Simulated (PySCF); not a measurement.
Gas-phase equilibrium of 1 mol H2O, 5.1 mol O2 at 1600 K and 10.0 bar, among 9 species (O2, O, HO2, H2O, H, H2O2, O3, H2, OH). Only gases are allowed; each row takes one source of thermochemistry for all species, and Cantera finds the minimum.

Method: PySCF energies (xtb for GFN2) plus ideal-gas RRHO corrections (1 bar). Table values come from the NASA 1993 polynomials. After a fit of one offset per element over all species, the range-separated, M06-2X, PBE0/def2-QZVP and CCSD(T)/def2-TZVPP enthalpies, where run, lie to one side of the table for O3 (+19 kJ/mol): a fault of the table's entry, another state or a shared error of the levels is possible; this was not checked at source. S°(298 K) at PBE0/def2-TZVP differs from the NASA 1993 table for H2O2 (-8 J/mol/K); whether the harmonic model or the table's entry is off was not settled. † marks an energy on the PBE0/def2-TZVP geometry and frequencies; other levels use their own. MP2 and CCSD(T) freeze the core. Open shells (unrestricted) among the columns below: O2 (multiplicity 3), O (multiplicity 3, electronic degeneracy 9), HO2 (multiplicity 2), OH (multiplicity 2, electronic degeneracy 4); the rest are closed-shell singlets. GFN2 has no spin-polarisation term. Spin-orbit splitting is ignored; it lowers the true energy and changes the entropy of O, OH. No R ln 2 is added for the mirror-image form of H2O2. MP2 isn't extrapolated to the basis-set limit. CCSD(T) isn't extrapolated to the basis-set limit. The harmonic model lacks anharmonicity and excited electronic states, which grow with temperature; levels with a mode under 35 cm⁻¹ are left out. Strong static correlation: O3. Internal rotation in H2O2 is treated as a harmonic vibration of one conformer, which makes the entropy rough. The table's entry may be an old estimate for HO2, OH (not checked at source). Warning, large T1 diagnostic: O3 (CCSD(T)/def2-SVP†). Warning, point group unlike the PBE0 one: H2O2 (GFN2-xTB).

Molecules larger than those listed are left out.

With table thermochemistry: O2 0.84, O3 1.6e-8, H2O 0.16, H2O2 1.8e-7, HO2 2.4e-6, OH 0.00018, O 4.2e-6, H2 3.8e-7.

How far does the composition move with the other sources (CCSD(T)/def2-SVP†, GFN2-xTB, M06-2X/def2-TZVP†, MP2/def2-TZVPP†, PBE/def2-TZVP†, LDA/def2-TZVP†)?


```
thermochemistry     x O2     x O3  x H2O  x H2O2   x HO2     x OH      x O    x H2
-----------------  -----  -------  -----  ------  ------  -------  -------  ------
table               0.84   1.6e-8   0.16  1.8e-7  2.4e-6  0.00018   4.2e-6  3.8e-7
CCSD(T)/def2-SVP†   0.84  2.3e-10   0.16  4.3e-8  1.6e-6  0.00046   3.1e-5  4.7e-6
GFN2-xTB           0.011     0.76   0.21   0.018  0.0011   1.4e-6   <1e-12  4.4e-9
M06-2X/def2-TZVP†   0.84  3.2e-11   0.16  6.9e-8  2.4e-6  0.00022   3.5e-6  1.3e-6
MP2/def2-TZVPP†     0.84   3.3e-8   0.16  3.5e-8  2.4e-7   8.0e-5   2.2e-6  2.7e-7
PBE/def2-TZVP†      0.84   1.8e-8   0.16  8.6e-8  5.0e-6   7.0e-5   1.2e-7  5.5e-6
LDA/def2-TZVP†      0.84   6.0e-7   0.16  4.5e-7  7.2e-6   3.3e-6  8.9e-10  4.5e-7
```
The most sensitive of these is O3: it spans a factor of 10^10.4 over these rows; at this temperature one factor of ten is RT ln 10 = 31 kJ/mol.
